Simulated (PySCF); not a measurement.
## Electron correlation in Fe²⁺ (iron, charge +2)

[Ar] 3d6, high-spin 5D determinant. All numbers are calculated (PySCF 2.14, scalar relativity by spin-free X2C-1e, in x2c-QZVPPall with one added diffuse shell each of s, p, d, f, g type (12s8p6d5f3g, 128 functions)). Frozen: [Ne]; 14 electrons correlated.

MP2 pair energies summed by pair of shells (mhartree):

| pair | energy | share (%) |
| --- | --- | --- |
| 3p-3d | -188.45 | 41.0 |
| 3d-3d | -129.24 | 28.1 |
| 3p-3p | -67.79 | 14.7 |
| 3s-3d | -37.88 | 8.2 |
| 3s-3p | -31.94 | 6.9 |
| 3s-3s | -4.77 | 1.0 |

Total MP2 correlation energy: -460.07 mhartree.

Same-spin part -157.18 and opposite-spin part -302.89 mhartree; SCS-MP2 scales them by 1/3 and 6/5 to -415.86 mhartree.

This basis was not built for core-valence correlation, so the inner-shell part is incomplete.
